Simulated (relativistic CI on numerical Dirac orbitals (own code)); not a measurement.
**Slater and spin-orbit integrals, Tb2+**

Method of calculation: Dirac-Coulomb-Breit CI, KLI orbitals optimised for each configuration, model QED (radiative potential, 1s self-energy scaled to tabulated hydrogen-like ionisation energies), valence Slater integrals scaled by 0.85, P86 correlation energy added to each configuration (own radial code, finite nucleus).

Slater integrals F^k, G^k are unscaled and averaged over j, outside the closed core [Kr] 4d10 5s2; ζ comes from projecting the Hamiltonian with its Breit term on Σ l·s of the shell.

- 4f⁹5p⁶: F^2(4f,4f) = 107860, F^4(4f,4f) = 67074, F^6(4f,4f) = 48090, ζ(4f) = 1595.4 cm⁻¹; <r>(4f) = 0.886, <r^2>(4f) = 1.055 (bohr units).
- 4f⁸5p⁶6s: F^2(4f,4f) = 116090, F^4(4f,4f) = 72589, F^6(4f,4f) = 52154, ζ(4f) = 1704.5, G^3(4f,6s) = 2970.4 cm⁻¹; <r>(4f) = 0.8292, <r^2>(4f) = 0.8934, <r>(6s) = 3.377, <r^2>(6s) = 12.73 (bohr units).
- 4f⁷5p⁶6s²: F^2(4f,4f) = 123660, F^4(4f,4f) = 77706, F^6(4f,4f) = 55939, ζ(4f) = 1816.8 cm⁻¹; <r>(4f) = 0.7843, <r^2>(4f) = 0.7784 (bohr units).

Correlation outside the listed configurations is missing or only estimated: errors of thousands of cm⁻¹ between configurations and terms are usual at this charge. Rates and lifetimes follow the computed energies and can be off by large factors. The fine structure of a lone outer electron comes out too small, for d and f at times inverted, and misplaced configurations move strength between like terms. 21 of the 57 excited levels that our extract of the measured tables holds in this range could be paired (the sources list more); they are missed by 8685 cm⁻¹ on average and 13920 at most, and levels without a partner can miss by more.

Averages of the first 5 configurations, taken without configuration mixing, which lowers the lowest level and can move excited configurations by several eV; other configurations of the list can lie among them:

```tsv
Configuration	Parity	States	Average energy above the lowest level (eV)
4f⁹5p⁶	odd	2002	6.3
4f⁸5p⁶6s	even	6006	9.0
4f⁷5p⁶6s²	odd	3432	20.7
4f⁸5p⁶7s	even	6006	18.4
4f¹¹5p⁴	odd	5460	60.9
```
